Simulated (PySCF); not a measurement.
**Li (lithium, neutral): PBE calculation**

Configuration: [He] 2p1, 2P determinant (an excited configuration). All numbers are calculated (PySCF 2.14, the non-relativistic Hamiltonian (point nucleus), in aug-cc-pCVDZ (5s4p2d, 27 functions)).

```
Total energy                                                  : -7.4029 hartree
One-electron energy                                           : -9.5640 hartree
Hartree (Coulomb) energy                                      : 3.9562 hartree
Exchange-correlation energy                                   : -1.7952 hartree
Kinetic energy                                                : 7.35484 hartree
⟨S²⟩                                                          : 0.7500
⟨L²⟩                                                          : 2.000
Sum of ⟨r⟩                                                    : 5.676 bohr
Sum of ⟨r²⟩                                                   : 25.79 bohr²
Traceless quadrupole moment −½Σ⟨3z² − r²⟩ along its main axis : -9.95 e·bohr²
Density at the nucleus (Gaussians lack the cusp)              : 13.0 bohr⁻³
Spin density at the nucleus                                   : -0.0212 bohr⁻³
Langevin diamagnetic susceptibility                           : -20.4 ×10⁻⁶ cm³/mol
```

```csv
shell,electrons,mean orbital energy (hartree),"rms radius, mean of both spins (bohr)"
1s α,1,-1.93912,0.677
1s β,1,-1.93588,0.677
2p α,1,-0.07169,4.99
```
